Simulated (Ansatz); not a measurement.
Compare A (`O[SiH2]/C(O)=C/S`) with its isomer B (`O[Si]1(S)CCO1`).

Calculated with Ansatz (gas phase, PBE0-D4/def2-TZVP geometries, no zero-point term in ΔE). CCSD(T)/CBS adds triple-zeta CCSD(T) − MP2 to the extrapolated MP2 energy (def2 sets, frozen cores). DFT in def2-TZVPP. B3LYP here is the variant with VWN-RPA as its local correlation; programs differ in this. One conformer a species, not always the lowest.

Which isomer does CCSD(T)/CBS put lower? Give the gap. (An estimate is asked.)

Ansatz gave: B, by 241.9 kJ/mol.

Give E(B) − E(A) in kJ/mol with B3LYP-D4, ωB97M-V, B3LYP, PBE-D4, B2PLYP, CCSD/def2-TZVPP, CCSD(T)/def2-TZVPP. (Best estimate.)

Computed: B3LYP-D4 -225.5, ωB97M-V -246.0, B3LYP -223.2, PBE-D4 -227.3, B2PLYP -233.3, CCSD/def2-TZVPP -244.5, CCSD(T)/def2-TZVPP -240.4. None reverses the order clearly.

Largest T1 diagnostic: 0.013.

From PBE to PBE0 (25 % exact exchange), in def2-TZVPP and without D4, E(B) − E(A) moves by −16.3 kJ/mol. In def2-TZVPP, CCSD(T) changes the Hartree–Fock value by −3.0 kJ/mol (the triples alone add +4.1 kJ/mol) and MP2 by −12.3 kJ/mol.
